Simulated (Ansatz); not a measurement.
Two isomers of C3H8OSi: A = `C=CO[SiH2]C`, B = `CC1(O)C[SiH2]1`.

Computed with Ansatz on PBE0-D4/def2-TZVP structures; ΔE is electronic, products minus reactants. CCSD(T)/CBS adds triple-zeta CCSD(T) − MP2 to the extrapolated MP2 energy (def2 sets, frozen cores). Functionals use def2-TZVPP. B3LYP here is the variant with VWN-RPA as its local correlation; programs differ in this. One conformer a species, not always the lowest.

Q: Which is lower in electronic energy at CCSD(T)/CBS, and by how much? (Best estimate.)

A: Ansatz gave: A, by 187.9 kJ/mol.

Q: Give E(B) − E(A) in kJ/mol with CCSD(T)/def2-TZVPP, B3LYP-D4, ωB97M-V, B2PLYP, MP2/def2-TZVPP, PBE0-D4, PBE-D4. (Estimate.)

A: Computed: CCSD(T)/def2-TZVPP 188.4, B3LYP-D4 199.2, ωB97M-V 185.3, B2PLYP 197.5, MP2/def2-TZVPP 183.0, PBE0-D4 169.1, PBE-D4 164.9. None reverses the order clearly.

Largest T1 diagnostic: 0.012.

From PBE to PBE0 (25 % exact exchange), in def2-TZVPP and without D4, E(B) − E(A) moves by +3.9 kJ/mol. In def2-TZVPP, CCSD(T) changes the Hartree–Fock value by −46.2 kJ/mol (the triples alone add −4.6 kJ/mol) and MP2 by −51.6 kJ/mol.
